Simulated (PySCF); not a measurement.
A structure optimised at PBE0-D3(BJ)/def2-SVP, used in a PySCF frequency run:

```xyz
6

B      0.0000     0.0000     0.4246
Cl     0.0000     1.5127     1.3067
Cl     0.0000    -1.5127     1.3067
N      0.0000     0.0000    -0.9752
C      0.0000     0.0000    -2.1729
O      0.0000     0.0000    -3.3359
```

**Question.** Write its SMILES, formula and point group.

**Answer.** O=C=NB(Cl)Cl, CBCl2NO, C2v

**Question.** What are its rotational constants (standard atomic weights)?

**Answer.** 3.1152, 1.3624, 0.94788 GHz
